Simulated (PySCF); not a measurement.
Removing an electron from `C/C=C\CC(F)F`

C5H8F2.
Cartesian coordinates in Å at the PBE0-D3(BJ)/def2-SVP level; atoms count from 1:
```xyz
15
C5H8F2 angstrom
C      2.1194    0.1201   -0.6322
C      1.3519    0.4984    0.5908
C      0.0960    0.1632    0.9104
C     -0.8470   -0.6646    0.0970
C     -2.1252    0.0687   -0.2342
F     -2.9339   -0.7246   -0.9729
F     -2.7914    0.3851    0.9022
H      3.0018   -0.4859   -0.3661
H      2.5032    1.0167   -1.1461
H      1.5254   -0.4552   -1.3557
H      1.8973    1.1176    1.3133
H     -0.3091    0.5294    1.8599
H     -1.1480   -1.5703    0.6527
H     -0.3986   -0.9986   -0.8494
H     -1.9511    1.0041   -0.7957
```

Level: wB97X-D/def2-SVPD (PySCF). Frontier orbitals with their largest atomic shares (Löwdin; up to four atoms above 4 %):

| orbital | ε (eV) | main atoms |
| --- | --- | --- |
| HOMO−3 | -12.58 | C1 19 %, C3 18 %, C2 16 %, C4 9 % |
| HOMO−2 | -11.78 | F7 19 %, C5 15 %, C4 15 %, F6 14 % |
| HOMO−1 | -11.65 | C2 16 %, C4 14 %, C3 14 %, C1 11 % |
| HOMO | -9.27 | ? |
| LUMO | 1.93 | C2 32 %, C3 29 %, C1 7 %, C4 7 % |
| LUMO+1 | 2.35 | C1 25 %, C2 12 %, H8 8 %, C5 8 % |
| LUMO+2 | 2.92 | H11 18 %, C2 15 %, H12 14 %, C3 10 % |

Problem. What vertical ionisation energy does ΔSCF give, and how far is −ε(HOMO) from it?

Solution. ΔSCF: 9.56 eV (922 kJ/mol; threshold wavelength 130 nm); ⟨S²⟩ of the doublet left behind is 0.752, against 0.75 for a pure doublet. −ε(HOMO) is 9.27 eV, 0.29 eV below it. For the exact functional −ε(HOMO) would equal the first vertical ionisation energy; wB97X-D (range-separated hybrid) comes within 0.29 eV of that here. Holes in the HOMO−1 and HOMO−2 were tried too where these lie within 1.2 eV of the HOMO; the lowest converged state counts.

Problem. On which atoms does the HOMO lie?

Solution. C3 (alkene CH carbon) 34 %, C2 (alkene CH carbon) 33 %, C1 (allylic carbon) 8 %, C4 (allylic carbon) 7 %, so no atom holds as much as 40 %. The HOMO−1 lies 2.38 eV lower.

Problem. What total energies stand behind the ΔSCF value?

Solution. E(N) = -394.62684 Eh and E(N − 1) = -394.27569 Eh at the same geometry, 0.35115 Eh apart.

Problem. What kinetic energy would electrons from this vertical process carry with Lyman-α light (10.199 eV)?

Solution. 10.20 − 9.56 = 0.64 eV.

Problem. With α = 64.8 au, estimate the like-pair dispersion coefficient by London's formula C6 = (3/4)α²I.

Solution. I = 0.3511 Eh, so C6 ≈ 1100 au, a rough estimate.

Isolated species at its PBE0-D3(BJ)/def2-SVP geometry (one conformer only).

These values come from a run that also computed excited states and ΔSCF ions. Time: 77 s wall. Hardware: one thread, Arm Neoverse V2, no GPU, on a shared host.

wB97X-D is run here without its empirical dispersion term; that term would change no orbital, density or response property at a fixed geometry.
